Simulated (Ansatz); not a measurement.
The lowest singlet and triplet of C3H6 (SMILES C[C]C); geometries from B3LYP-D3(BJ)/def2-TZVP, each state relaxed from the structure named, with no frequency check.
Singlet at the triplet's geometry (charge 0, multiplicity 1):
```xyz
9

C      1.347    -0.017     0.045
C     -0.020     0.181    -0.438
C     -1.339    -0.062     0.147
H      1.551    -1.073     0.282
H      1.550     0.563     0.959
H      2.084     0.292    -0.701
H     -1.489    -1.124     0.398
H     -2.140     0.221    -0.540
H     -1.490     0.513     1.075
```

A positive gap puts the triplet lower; no zero-point energy. R- takes a restricted singlet. U- takes an unrestricted singlet (broken symmetry where lower, unprojected). The triplet is unrestricted in single-reference levels. Active spaces average the two states.

Frozen-core correlation.

Programs: Ansatz (Gaussian basis) for Hartree–Fock, density functionals and correlated methods. Values without a source in brackets are computed.

```
level                                   gap E(singlet) − E(triplet), vertical, at the triplet's geometry (kcal/mol)
--------------------------------------  ---------------------------------------------------------------------------
R-r2SCAN/def2-TZVPP                                                                                           21.50
R-PBE0/def2-TZVPP                                                                                             17.56
U-MP2/cc-pVTZ (spin-contaminated)                                                                              8.93
R-SCS-MP2/cc-pVDZ                                                                                             16.61
U-SCS-MP2/cc-pVDZ (spin-contaminated)                                                                          8.38
R-SCS-MP2/cc-pVTZ                                                                                             11.64
U-CCSD/cc-pVDZ (spin-contaminated)                                                                             8.36
U-CCSD(T)/cc-pVDZ (spin-contaminated)                                                                           ___
FIC-MRCISD+Q on SA-CASSCF(2,2)/cc-pVTZ                                                                          ___
```

Some entries are withheld; supply them.


- U-CCSD(T)/cc-pVDZ (spin-contaminated), gap E(singlet) − E(triplet), vertical, at the triplet's geometry (kcal/mol): 6.65
- FIC-MRCISD+Q on SA-CASSCF(2,2)/cc-pVTZ, gap E(singlet) − E(triplet), vertical, at the triplet's geometry (kcal/mol): 12.57

Doubts at one or more of the structures used: a restricted determinant that unrestricted orbitals would lower (R-r2SCAN/def2-TZVPP, R-PBE0/def2-TZVPP, R-SCS-MP2/cc-pVDZ, R-SCS-MP2/cc-pVTZ); the program's own flag: other amplitudes (U-CCSD/cc-pVDZ (spin-contaminated), U-CCSD(T)/cc-pVDZ (spin-contaminated)).

Ansatz is a quantum-chemistry and plane-wave program.
